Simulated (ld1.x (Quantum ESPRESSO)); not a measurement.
PBE TM dataset for Be, scalar-relativistic all-electron reference.

* Element: Be (Z = 4)
* Generator: ld1.x (Quantum ESPRESSO) 7.5
* Type: norm-conserving Troullier–Martins (Kleinman–Bylander form)
* Functional: PBE
* Relativity: scalar-relativistic
* Frozen core: [He]
* Valence charge: 2
* Reference configuration: 2s2 2p0
* Partial waves: 2s (bound): rc 2.20 bohr; 2p (bound, empty): rc 4.20 bohr; 3d channel at 0.35 Ry: rc 3.70 bohr
* Local potential: the d channel
* Core correction: Bessel-smoothed model core, default radius (core density twice the valence density)

All-electron outer shells of the reference configuration (PBE, scalar-relativistic, ld1.x):

```json
{"shell": "1s", "level (eV)": "-106.21", "outermost node (bohr)": "–", "outermost maximum (bohr)": "0.27"}
{"shell": "2s", "level (eV)": "-5.61", "outermost node (bohr)": "0.59", "outermost maximum (bohr)": "2.04"}
{"shell": "2p", "level (eV)": "-2.02", "outermost node (bohr)": "–", "outermost maximum (bohr)": "2.28"}
```

What the tests gave:

```
Cutoffs needed           : 8 Ry and 18 Ry (the cutoffs (Ry, on a coarse ladder) from which the occupation-weighted sum of valence levels, in a spherical-Bessel basis at the reference potential, stays within 10 and 1 mRy of its value at 400 Ry)
Ghost test               : no extra level below or beside the all-electron valence levels (s, p, d, f tested) (spherical-Bessel basis up to 400 Ry, 20 bohr box)
Largest excitation error : -235 meV (all-electron minus pseudo) for 2s0 2p1, out of 5 test configurations
```

Generation and tests took about 1.7 s on one core of a shared server CPU.
